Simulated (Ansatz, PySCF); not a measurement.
Gas-phase reaction (SMILES): ClCCl → [CH2]Cl + Cl atom; the C-Cl bond at the site shown breaks (other sites are not compared here).

Geometries: B3LYP-D3(BJ)/def2-TZVP minima from Ansatz (an electronic-structure program). Cores are frozen in the correlated levels unless marked. UHF or UKS for open shells. Spin-orbit coupling is left out. Non-relativistic. CBS marks a two-point X^-3 extrapolation of the correlation energy; Hartree-Fock from the larger set. The bracket is a focal-point correction in the basis named. Thermal terms are rigid-rotor harmonic-oscillator values from B3LYP-D3(BJ) frequencies (PySCF) at 298.15 K and 1 atm. 1 Eh = 627.5095 kcal/mol. Atoms have translation alone.

| species | E, RI-MP2/CBS(aug-cc-pV(T+d)Z,aug-cc-pV(Q+d)Z)+[CCSD(T)-MP2]/aug-cc-pV(T+d)Z (Ansatz) (Eh) | E, PBE/def2-TZVPD (Ansatz) (Eh) | H - E (Eh) |
|---|---|---|---|
| ClCCl | -958.79747 | -959.32042 | 0.03378 |
| [CH2]Cl | -498.95823 | -499.22888 | 0.02709 |
| Cl atom | -459.70710 | -459.95933 | 0.00236 |

Work out ΔE and ΔH at 298.15 K at the first level, then ΔH at the second.


1. ΔE = [(-498.95823) + (-459.70710)] - [(-958.79747)] = 0.13214 Eh = 82.9 kcal/mol at RI-MP2/CBS(aug-cc-pV(T+d)Z,aug-cc-pV(Q+d)Z)+[CCSD(T)-MP2]/aug-cc-pV(T+d)Z.
2. The terms H - E add up to -0.00433 Eh, so ΔH = (0.13214 + (-0.00433))×627.5095 = 80.2 kcal/mol.
3. At PBE/def2-TZVPD the same steps give ΔE = 83.0 and ΔH = 80.2 kcal/mol, a shift of +0.0 from the first level.
4. These values are not checked against measurement here, since the tables used lack a sound gas-phase enthalpy of formation for at least one species.
